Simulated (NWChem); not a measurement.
## I2Pb

```xyz
3

Pb     0.0000     0.0000    -1.0068
I     -2.1936     0.0000     0.7788
I      2.1936     0.0000     0.7788
```
Charge 0, spin multiplicity 1.

All runs are NWChem calculations. The geometry was optimised at PBE0/def2-SVP with def2 effective core potentials on I, Pb, a minimum by its harmonic frequencies.

Symmetry labels belong to the abelian group C2v used in the runs, with the axes of the coordinates shown.

Effective core potentials replace the inner electrons of I, Pb; spin-orbit coupling is left out. The correlated methods keep 12 core orbitals frozen. The structure started from a generated list of species.

**Question.** List the 4 singlet excitations that EOM-CCSD/def2-SVP with def2 effective core potentials on I, Pb, 12 core orbitals frozen gives, with oscillator strengths.

**Answer.** 
```tsv
state	symmetry	energy (eV)	wavelength (nm)	f
1	b2	2.97	418	0.004
2	a2	3.11	399	0.000
3	b1	3.51	353	0.067
4	a1	4.04	307	0.017
```
These are the lowest roots of each symmetry, so higher states are missing between them.
